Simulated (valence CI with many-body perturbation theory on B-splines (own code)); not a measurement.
## Ge26+: what each term of the Hamiltonian does

Computed by valence CI with perturbative core correlation (CI+MBPT): four valence electrons over a frozen Dirac-Fock core [He], radial functions for each j: 11 s, 11 p, 9 d, 7 f, 5 g, 2 h, 1 i, with the one-electron correlation potential Σ1 (screened to all orders), the two-electron term Σ2, the three-electron term Σ3, Breit, model QED; selected single and double excitations, second order for the rest (own B-spline code, finite nucleus).

The last digits are not significant, and no measured levels were compared; by estimate large intervals hold to a few tenths of a per cent, small ones and those within an open d or f shell to about a per cent. Among the levels kept, up to 270 cm⁻¹ of a level comes from second order outside the variational space, and about a tenth of that is noise between levels of different J, which matters for small intervals.

Each rung adds one term. CI alone is the Dirac-Coulomb CI over the frozen core; QED comes last and gives the full result, which names the levels. Energies are above 2s2.2p2 3P_0 on the same rung, in Ry.

Names give the largest LS component (configuration and term), which can be under half, so a name can repeat, a term be missing and a line seem to break the LS rules; names also repeat where a configuration has a term twice.

| Level | CI alone | Σ1 | Σ2 | Σ3 | Breit | QED | Full |
| --- | --- | --- | --- | --- | --- | --- | --- |
| 2s2.2p2 3P_1 | 2.058 | +0.0019 | -0.0023 | +0.0007 | -0.0616 | +0.0061 | 2.003 |
| 2s2.2p2 3P_2 | 2.725 | +0.0021 | -0.0009 | -0.0005 | -0.1086 | +0.0064 | 2.623 |
| 2s2.2p2 1D_2 | 5.259 | +0.0038 | -0.0004 | -0.0010 | -0.1477 | +0.0112 | 5.125 |
| 2s2.2p2 1S_0 | 6.729 | +0.0036 | +0.0070 | -0.0039 | -0.1045 | +0.0091 | 6.640 |
| 2s.2p3 5S°_2 | 7.786 | -0.0107 | -0.0066 | +0.0020 | -0.0542 | -0.0592 | 7.658 |
| 2s.2p3 3D°_1 | 10.813 | -0.0110 | -0.0102 | -0.0033 | -0.0163 | -0.0610 | 10.712 |
| 2s.2p3 3D°_2 | 11.174 | -0.0101 | -0.0086 | -0.0022 | -0.0477 | -0.0585 | 11.047 |
| 2s.2p3 3D°_3 | 12.004 | -0.0095 | -0.0090 | -0.0023 | -0.1300 | -0.0567 | 11.797 |
| 2s.2p3 3P°_0 | 13.246 | -0.0094 | -0.0053 | -0.0037 | -0.0408 | -0.0567 | 13.130 |
| 2s.2p3 3P°_1 | 13.534 | -0.0092 | -0.0100 | -0.0041 | -0.0694 | -0.0561 | 13.386 |
| 2s.2p3 3P°_2 | 14.001 | -0.0090 | -0.0116 | -0.0045 | -0.1067 | -0.0555 | 13.814 |
| 2s.2p3 3S°_1 | 15.056 | -0.0099 | -0.0283 | -0.0087 | -0.0554 | -0.0589 | 14.895 |
| 2s.2p3 1D°_2 | 16.316 | -0.0083 | -0.0186 | -0.0070 | -0.1220 | -0.0539 | 16.106 |
| 2s.2p3 1P°_1 | 18.211 | -0.0078 | -0.0236 | -0.0092 | -0.1169 | -0.0530 | 18.001 |
| 2p4 3P_2 | 21.928 | -0.0227 | -0.0334 | -0.0085 | -0.0178 | -0.1247 | 21.721 |
| 2p4 3P_0 | 23.344 | -0.0222 | -0.0317 | -0.0090 | +0.0089 | -0.1232 | 23.167 |
| 2p4 3P_1 | 24.264 | -0.0209 | -0.0332 | -0.0084 | -0.0550 | -0.1196 | 24.027 |
| 2p4 1D_2 | 25.122 | -0.0208 | -0.0302 | -0.0084 | -0.0913 | -0.1198 | 24.852 |
| 2p4 1S_0 | 28.622 | -0.0187 | -0.0286 | -0.0094 | -0.0916 | -0.1133 | 28.361 |

The middle columns are the shifts that each term adds.

Task: How does the ionisation energy move along the ladder, and which term matters most?

Result: CI alone 2743.3, + Σ1 2743.6, + Σ2 2743.6, + Σ3 2743.5, + Breit 2741.3, + QED 2741.4 eV. The largest step is Breit, -2.2 eV. NIST lists 2737.1 ± 2.3 eV (semi-empirical).
